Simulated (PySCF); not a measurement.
Record of a relaxation.

Compound: CH4Te.
Numbering: `[CH3:1][TeH:2]` (hydrogens: H3, H4, H5 on C1; H6 on Te2)

Computed by this run: PySCF, PBE0-D3(BJ)/def2-SVP geometry optimisation, gas phase, def2 core potentials past Kr; density fitting, grid level 1; the optimiser is geomeTRIC in internal coordinates, started from a GFN2-xTB structure with every atom displaced at random (about 0.01 Å). The frame can shift and turn from step to step; on so coarse a grid that alone can change the energy by a few meV, and forces under 0.02 eV/Å are noise.

Step 0: E = -8393.1276 eV, largest atomic force 1.478 eV/Å
```
atom  x, y, z in Å  |  force x, y, z in eV/Å
C1     -0.588   -0.023    0.018    0.373   1.388  -0.346
Te2     1.305   -0.664   -0.722    0.112  -0.170  -0.093
H3     -0.728   -0.212    1.061    0.055  -0.348   1.034
H4     -1.333   -0.539   -0.536   -0.919  -0.785  -0.706
H5     -0.741    1.056   -0.169    0.183  -0.202   0.002
H6      2.108    0.352    0.303    0.197   0.118   0.110
```

Step 1: E = -8393.1844 eV, largest atomic force 0.283 eV/Å
```
atom  x, y, z in Å  |  force x, y, z in eV/Å
C1     -0.636    0.019    0.018   -0.159  -0.213   0.099
Te2     1.279   -0.738   -0.620    0.049   0.024   0.028
H3     -0.794   -0.183    1.088    0.037   0.029  -0.136
H4     -1.400   -0.515   -0.570    0.128   0.060   0.071
H5     -0.703    1.089   -0.191   -0.007   0.146  -0.024
H6      2.134    0.311    0.358   -0.048  -0.046  -0.037
```

Step 2: E = -8393.1857 eV, largest atomic force 0.040 eV/Å
```
atom  x, y, z in Å  |  force x, y, z in eV/Å
C1     -0.636    0.020    0.019   -0.040   0.005   0.001
Te2     1.279   -0.739   -0.620   -0.014  -0.022  -0.021
H3     -0.790   -0.182    1.086    0.014   0.007  -0.008
H4     -1.394   -0.516   -0.568    0.015   0.007   0.004
H5     -0.705    1.094   -0.192    0.004  -0.015   0.002
H6      2.126    0.306    0.358    0.021   0.018   0.023
```

Step 3: E = -8393.1858 eV, largest atomic force under 0.02 eV/Å
```
atom  x, y, z in Å  |  force x, y, z in eV/Å
C1     -0.637    0.020    0.019   -0.005   0.015  -0.004
Te2     1.278   -0.740   -0.622    0.004   0.007   0.004
H3     -0.788   -0.181    1.085    0.004   0.002   0.007
H4     -1.395   -0.516   -0.567   -0.002  -0.004  -0.004
H5     -0.705    1.094   -0.193    0.003  -0.010   0.000
H6      2.128    0.304    0.360   -0.004  -0.009  -0.003
```

Q: Summarise the path.

A: The energy falls by 0.0581 eV from step 0 to step 3; nine tenths of that is first reached at step 1. It falls at every step. The largest force goes from 1.478 to under 0.02 eV/Å. Among the bonds C1–H4 changes most, from 1.062 to 1.098 Å; the atoms move by 0.036 Å rms after alignment.

Q: Follow the three bonds and two angles with the largest change from start to end.

A: 
```csv
step,E above end (eV),largest force (eV/Å),C1–H4 (Å),C1–H3 (Å),C1–Te2 (Å),Te2–C1–H3 (°),H4–C1–H5 (°)
0,0.0581,1.478,1.062,1.069,2.131,113.7,106.8
1,0.0014,0.283,1.103,1.101,2.155,110.5,109.3
2,0.0001,0.040,1.098,1.097,2.156,110.4,109.4
3,0.0000,under 0.02,1.098,1.096,2.157,110.3,109.4
```

What follows is the cost of the whole optimisation. Hardware: AMD EPYC 9B45, one thread, no GPU (shared host). Cost: 3.4 s, 0.29 GiB resident at most.
